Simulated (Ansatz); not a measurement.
Job for Ansatz (a first-principles code): R-BLYP/def2-TZVPP on BFH2O (SMILES OBF), a point of a torsion scan.

Ansatz 0.2 input:
```yaml
crystal:
  periodic: [false, false, false]
  atoms:
    - {symbol: O, position_ang: [0.93676122, -0.03287946, -0.39264278]}
    - {symbol: B, position_ang: [-0.33972384, 0.30646427, -0.33818871]}
    - {symbol: F, position_ang: [-0.83439535, 0.86224590, 0.77001002]}
    - {symbol: H, position_ang: [1.37390353, -0.27666125, 0.42462143]}
    - {symbol: H, position_ang: [-1.00813459, 0.29740491, -1.29670872]}
basis:
  gaussian:
    orbitals: def2-TZVPP
hamiltonian:
  xc: {name: BLYP}
scf: {lower_state_search: off}
```

**Question.** Predict the final total energy.

**Answer.** -201.2820 hartree.
